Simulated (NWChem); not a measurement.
# Total energies of H₃ClSi

```
Si
H 1 1.4872
H 1 1.4872 2 109.97
H 1 1.4872 2 109.97 3 121.24
Cl 1 2.0791 2 108.97 3 -119.38
```
Charge 0, spin multiplicity 1.

All runs are NWChem calculations. The geometry was optimised at B3LYP/def2-SVP, a minimum by its harmonic frequencies.

Basis set: cc-pVTZ (110 functions).

| method | total energy (Ha) | relative cost |
|---|---|---|
| RHF | -750.25776 | 1 |
| MP2 | -750.57665 | under 3 |
| B2PLYP | -751.31152 | under 3 |
| PBE | -751.21511 | under 3 |
| B3LYP | -751.60529 | under 3 |
| CAM-B3LYP | -751.58290 | 8 |
| CCSD(T) | -750.62679 | 40 |

Total energies of different functionals aren't comparable as a measure of quality: only differences taken within one method are. Relative cost: rough, from shared machines, SCF included, RHF = 1.

The correlated methods keep 10 core orbitals frozen. B3LYP has NWChem's definition, with VWN1-RPA local correlation. GW and range-separated runs recompute their integrals, the others keep them in memory, which bears on the times. The structure started from a generated list of species. Coupled-cluster values serve here as a point of comparison, not as the truth.
